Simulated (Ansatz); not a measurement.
`B[SiH2]Br` + H₂ → `[SiH3]Br` + BH₃ at 400 K and 1 bar (hydrogenolysis of the Si–B bond).

Gas-phase electronic energies from Ansatz, PBE0-D4/def2-TZVP geometries. CCSD(T)/CBS is the MP2 limit (def2-TZVPP, def2-QZVPP) plus CCSD(T) − MP2 in def2-TZVPP, frozen cores. This one scheme is used for every species. For Br outer-core shells are correlated without core-valence functions, which leaves a few kJ/mol of doubt a bond. Scalar relativity is left out up to krypton.

| species | CCSD(T)/CBS energy (Eh) | H − E (kJ/mol) | S (J/(mol·K)) |
| --- | --- | --- | --- |
| `B[SiH2]Br` | -2889.59767 | 124.3 | 344.3 |
| H₂ | -1.17544 | 38.0 | 139.0 |
| `[SiH3]Br` | -2864.23411 | 85.1 | 279.6 |
| BH₃ | -26.55200 | 82.6 | 199.4 |

H − E and S are ideal-gas, rigid-rotor, harmonic terms from PBE0-D4/def2-TZVP. The MP2-based limit puts H₂ 0.8 mEh under its directly extrapolated value; such offsets cancel only in part. 1 Eh = 2625.50 kJ/mol, R = 8.31446 J/(mol·K).

Problem. By hand: ΔE, ΔH, ΔS and ΔG.

Solution. ΔE = (-2864.23411) + (-26.55200) − (-2889.59767) − (-1.17544) = -0.01300 Eh = -34.1 kJ/mol. Δ(H − E) = 85.1 + 82.6 − 124.3 − 38.0 = 5.4, so ΔH = -28.7 kJ/mol. ΔS = 279.6 + 199.4 − 344.3 − 139.0 = -4.3 J/(mol·K). ΔG = -28.7 − 400 × (-4.3)/1000 = -27.0 kJ/mol.

Problem. By hand: the equilibrium constant, and the temperature at which ΔG would vanish if ΔH and ΔS stayed fixed.

Solution. log₁₀ K = −ΔG/(RT ln 10) = 3.5. ΔG = 0 at ΔH/ΔS = 6674 K, far beyond where these terms or the molecules hold.

The number of gas molecules stays the same, so ΔS is small and ΔH decides. A doubt of 5 kJ/mol in ΔE shifts log₁₀ K by 0.7 here. These are equilibria of isolated gas molecules and say nothing of rates. Largest T1 diagnostic: 0.009 (customary marks: 0.02 for closed shells, 0.045 for open ones).
